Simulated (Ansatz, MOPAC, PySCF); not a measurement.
Torsion H4–S1–Pb2–Cl3 in ClHPbS (SMILES [SH][Pb][Cl]); at each angle all else is relaxed with GFN2-xTB, and the levels are single points there.
Geometry at 0° (charge 0, multiplicity 1):
```xyz
4

S     -1.52445     0.42864    -0.15124
Pb     0.79653     1.21223    -0.69675
Cl     2.05014    -0.68341     0.33363
H     -1.23509    -0.69398     0.47805
```

On the grid 0° to 330°, 270° is the highest and 0° the lowest point at CCSD(T)/CBS(def2-TZVPP, def2-QZVPP).

The state reached by PM3 isn't checked.

Run with Ansatz (a program for electronic structure); MOPAC for PM3 (differences of heats of formation); PySCF for the dispersion terms. Each number belongs to the level named beside it. In def2 rows elements past Kr take small-core potentials, without spin–orbit coupling.

Estimate the energy at 270° less that at 0° that PM3 returns for this input.

23 kJ/mol
